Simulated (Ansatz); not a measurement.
The cluster Te2Mo⁺. Charge 1, multiplicity 2. Geometry B3LYP-D4/def2-TZVP, that of the neutral singlet; atoms count from 1.

```xyz
3

Mo   -0.6176    0.0626    0.7268
Te   -0.2992    1.7110   -1.0300
Te    0.9167   -1.7736    0.3032
```

In the def2 sets Mo, Te take a core potential; there is no spin–orbit coupling. The charge 1 doublet is spin-contaminated (final ⟨S²⟩ up to 1.75, 0.75 for a pure state). The structure comes from a short search, and lower isomers may exist.

Question: Estimate the Mulliken populations from the PBE0/def2-TZVP orbitals of Ansatz.

Answer: 
| atom | charge (e) | spin (α − β) | d electrons |
| --- | --- | --- | --- |
| Mo1 | 0.63 | 2.97 | 4.65 |
| Te2 | 0.18 | -0.99 | – |
| Te3 | 0.18 | -0.99 | – |
Mulliken values depend strongly on the basis.

Question: Where does the spin sit?

Answer: Summed by element: Mo 2.97, Te -1.97, of 1 unpaired in all. Largest on single atoms: Mo1 2.97, Te3 -0.99, Te2 -0.99.

Question: And the Mayer bond orders between heavy atoms (over 0.3)?

Answer: Mo1–Te2 2.05 (2.43 Å); Mo1–Te3 2.05 (2.43 Å).
